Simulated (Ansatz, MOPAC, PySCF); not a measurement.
System: InI₂ (charge 0, doublet). SMILES: [I][In][I]
Geometry: optimised at B3LYP-D3(BJ)/def2-TZVP (Ansatz, an electronic-structure program).

Quantity: vertical ionisation energy to the singlet, in eV. Conventions: no spin-orbit coupling; dispersion terms only where a functional's name holds one; LANL2DZ with its own core potentials from Na on; def2 sets with scalar-relativistic core potentials past Kr; UHF or UKS for open shells; STO-3G and 3-21G all-electron and non-relativistic; each state is the SCF solution reached for its charge and spin; PM7 with its own dispersion and hydrogen-bond terms; frozen cores in correlated levels (noble-gas shells and the d and f shells of earlier blocks). First-principles rows: single points at B3LYP-D3(BJ) geometries (Ansatz). Semi-empirical rows: differences of heats of formation at the shared geometry for vertical values. The spin state of an ion or metal species was assumed, not searched.

```
level               program  vertical ionisation energy to the singlet (eV)
------------------  -------  ----------------------------------------------
AM1                   MOPAC                                            9.20
PM6                   MOPAC                                            9.95
PM7                   MOPAC                                            9.01
MNDO                  MOPAC                                            9.21
HF/LANL2DZ           Ansatz                                            8.44
PBE/LANL2DZ          Ansatz                                            8.50
B3LYP/3-21G          Ansatz                                            8.15
M06-2X/LANL2DZ        PySCF                                            8.58
MP2/LANL2DZ          Ansatz                                            8.00
PBE/def2-TZVPD       Ansatz                                            8.18
B3LYP/def2-TZVPD     Ansatz                                            8.35
wB97M-V/def2-TZVPD   Ansatz                                            8.42
```

No value to compare with is used here. The 9 habitual levels span 8.00 (MP2/LANL2DZ) to 9.95 eV (PM6); B3LYP/def2-TZVPD gives 8.35.

The levels are drawn from those run, B3LYP/6-31G* more often than the rest, none by its result; runs whose electronic state is in doubt are left out.
